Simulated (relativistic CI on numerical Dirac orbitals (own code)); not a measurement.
## Lu³⁶⁺: computed level list

Computed by Dirac-Coulomb-Breit CI, separate exchange-only KLI orbitals for each configuration, a model potential for QED, unscaled Slater integrals (own radial code, finite nucleus).

Configurations in the expansion (outside the closed core [Ar] 3d10): 4s2 4p5, 4s 4p6, 4s2 4p4 4d, 4s 4p5 4d, 4s2 4p4 4f, 4s 4p5 4f, 4p6 4d, 4s 4p4 4d2, 4s2 4p3 4d 4f, 4p6 4f, 4p5 4d2, 4p4 4d3, 4p4 4d2 4f. Double excitations out of closed p, d and f shells are left out; levels of such configurations are missing from the list, as are those of other unlisted configurations, and high levels can miss mixing partners.

The lowest level is 4s2 4p5 2P°_3/2, with 100 % of that term; Hund's rules for 4s2 4p5 give 2P° with J = 3/2, in agreement.

```tsv
No.	Configuration	Term	J	E (cm⁻¹)	%	Next component (%)	Landé g	Lifetime (s)
1	4s2 4p5	2P°	3/2	0	100		1.330	
2	4s2 4p5	2P°	1/2	597126	99		0.660	2.57e-07
3	4s2 4p4 4d	4D	3/2	1104968	38	31 2D	1.181	5.11e-10
4	4s2 4p4 4d	4P	1/2	1117412	44	25 2P	1.694	1.35e-10
5	4s2 4p4 4d	4D	5/2	1121178	45	18 2D	1.225	1.17e-09
6	4s2 4p4 4d	4F	7/2	1143896	33	30 2F	1.137	3.99e-03
7	4s2 4p4 4d	2D	3/2	1209862	61	19 4F	0.870	3.54e-07
8	4s2 4p4 4d	2P	1/2	1221029	43	26 4s 4p6 2S	1.301	4.25e-10
9	4s2 4p4 4d	2F	7/2	1237935	48	42 4D	1.244	4.33e-05
10	4s2 4p4 4d	4F	9/2	1249763	70	30 2G	1.263	7.12e-05
11	4s2 4p4 4d	2D	5/2	1347844	50	25 4P	1.221	4.11e-10
12	4s2 4p4 4d	2D	3/2	1381902	36	27 2P	1.152	2.84e-12
13	4s2 4p4 4d	2D	5/2	1406090	39	22 2F	1.133	2.22e-12
14	4s 4p6	2S	1/2	1414992	54	28 4s2 4p4 4d 4P	1.960	2.21e-12
15	4s2 4p4 4d	4D	1/2	1661918	78	17 2P	0.208	1.75e-10
16	4s2 4p4 4d	4D	3/2	1698014	35	27 4F	0.985	1.00e-09
17	4s2 4p4 4d	4F	5/2	1733732	43	38 2F	0.993	3.29e-11
18	4s2 4p4 4d	2G	7/2	1742884	59	25 2F	1.004	5.12e-07
19	4s2 4p4 4d	4D	7/2	1813999	41	40 4F	1.294	2.78e-07
20	4s2 4p4 4d	2P	3/2	1838564	50	27 4P	1.356	3.58e-11
21	4s2 4p4 4d	2F	5/2	1857146	47	22 4P	1.139	1.38e-09
22	4s2 4p4 4d	2G	9/2	1864608	69	30 4F	1.174	4.82e-07
23	4s2 4p4 4d	2D	5/2	1876818	57	28 4P	1.293	3.42e-12
24	4s2 4p4 4d	2S	1/2	1885810	47	22 2P	1.838	4.49e-13
25	4s2 4p4 4d	2P	3/2	1890470	59	17 2D	1.171	5.84e-13
26	4s2 4p4 4d	2D	5/2	1897771	61	31 2F	1.096	6.00e-13
27	4s2 4p4 4d	2F	7/2	1913688	77	11 4F	1.144	4.05e-07
28	4s2 4p4 4d	2D	3/2	2029800	67	15 4F	0.823	1.42e-12
29	4s2 4p4 4d	2P	1/2	2089438	75	21 2S	0.978	7.35e-13
30	4s2 4p4 4d	2D	3/2	2471467	61	17 4F	0.830	6.30e-13
```

Energies count from the lowest computed level; ° marks odd parity; lifetimes are radiative, by E1, M1, E2, M2, E3 decay to levels of this space only.

The mean weight of the leading LS term, summed over parents, in these 30 levels is 56 %, and that of the leading jj configuration (from the same eigenvectors) 90 %, so jj coupling describes them better and the LS labels are nominal.

At this charge energies of transitions that change n are usually good to better than 1 %, and those within a shell (Δn = 0) to a few per cent.

LS names give the leading component of a level, which can be under half, so a name can repeat, a term be missing and a line seem to break the LS rules.
